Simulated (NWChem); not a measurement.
A series in which one site is exchanged, each optimised at B3LYP/6-31G* with NWChem, gas phase unless a solvent is named. Pople sets run with spherical d functions. This build's default masses of Se (78.918 u) and Br (79.917 u) are each other's, which moves their modes by up to 0.6 %.

A: [F][Be][GeH3] (BeGeH3F; site = F)
B: [Cl][Be][GeH3] (BeGeH$_{3}$Cl; site = Cl)
C: [GeH3][Be][Br] (BeGeH3Br; site = Br)
D: [BeH][GeH3] (BeGeH$_{4}$; site = H)

```
quantity                                                       A      B  C      D
---------------------------------------------------------  -----  -----  -  -----
highest harmonic frequency (cm⁻¹), B3LYP/6-31G*             2097   2099  …   2169
vertical ionisation energy, ΔSCF, CAM-B3LYP/def2-SVP (eV)  10.89  10.68  …  10.38
lowest singlet excitation, CAM-B3LYP/def2-SVPD, TDA (eV)    6.69   6.21  …   5.21
```

Question: Some entries are withheld; supply them.

Answer: 
- highest harmonic frequency (cm⁻¹), B3LYP/6-31G*, C: 2093
- vertical ionisation energy, ΔSCF, CAM-B3LYP/def2-SVP (eV), C: 11.43
- lowest singlet excitation, CAM-B3LYP/def2-SVPD, TDA (eV), C: 6.00
